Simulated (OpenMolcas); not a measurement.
Co4+, Rh4+, Ir4+: d⁵ down the group

```
Program             : OpenMolcas
Method              : MS-CASPT2, IPEA 0.25 Eh, imaginary shift 0.1 Eh
Basis               : ANO-RCC-VQZP
Scalar Hamiltonian  : DKH2, point nucleus
Spin-orbit coupling : RASSI with atomic mean-field integrals over the reference wave functions, term energies averaged over their components
```

Active space for each ion: 5 electrons in 5 orbitals (d); closed shells correlated by CASPT2: Co4+ 3s 3p; Rh4+ 4s 4p; Ir4+ 5s 5p.

Computed levels in cm-1 above ⁶S_5/2:

| Level | Co4+ | Rh4+ | Ir4+ |
| --- | --- | --- | --- |
| ⁴G_7/2 | 38470 | 26410 | 23340 |
| ⁴G_11/2 | 38480 | 26520 | 24700 |
| ⁴G_9/2 | 38490 | 26620 | 25690 |
| ⁴P_1/2 | 42630 | 30190 | 27480 |
| ⁴D_7/2 | 46110 | 31480 | 30620 |
| ⁴D_1/2 | 46250 | 32690 | 35060 |
| ²I_11/2 | 56140 | 38620 | 36260 |
| ²I_13/2 | 56260 | 39350 | 39840 |
| ²F_7/2(1) | 61980 | 45250 | 51090 |
| weight of ⁶S in the lowest level (%) | 100 | 99 | 85 |

Mixed levels, with the weight of the term that names them: Rh4+ ⁴P_1/2 (68 %), Rh4+ ⁴D_1/2 (69 %), Rh4+ ²F_7/2(1) (65 %), Ir4+ ⁴G_7/2 (64 %), Ir4+ ⁴P_1/2 (59 %), Ir4+ ⁴D_7/2 (66 %), Ir4+ ⁴D_1/2 (65 %), Ir4+ ²I_11/2 (73 %), Ir4+ ²F_7/2(1) (63 %).

Measured, with the error of the calculation in %. Measured levels: Co4+ from Sugar and Corliss, J. Phys. Chem. Ref. Data 10, 1097 (1981).

```
    Level          Co4+
  ⁴G_11/2  37218 (+3.4)
   ⁴P_1/2  41024 (+3.9)
   ⁴D_7/2  44709 (+3.1)
   ⁴D_1/2  44908 (+3.0)
²F_7/2(1)  59455 (+4.3)
```

Without spin-orbit coupling ⁴G lies 38470, 26480, 24190 cm-1 above ⁶S in that order; the difference to the level ⁴G_7/2, of either sign, comes from spin-orbit coupling, which also lowers the zero.

Term energies are means over components that CASPT2 splits; among the terms shown or strongly mixed into the levels shown the widest spread is 780 cm-1 (4d⁵ ⁴F, Rh4+). Blocks of more than 70 roots (2S+1 = 2 even) ran without multistate coupling. Measured partners are found by configuration, term and J. A level has none where our copy of the source lacks it or the pairing is in doubt (some pairs that miss far off the trend of their configuration count as doubtful), and it then counts in no deviation. Levels of configurations outside the active space are missing.

A number in round brackets counts repeated terms of one configuration in the order of the reference energies.
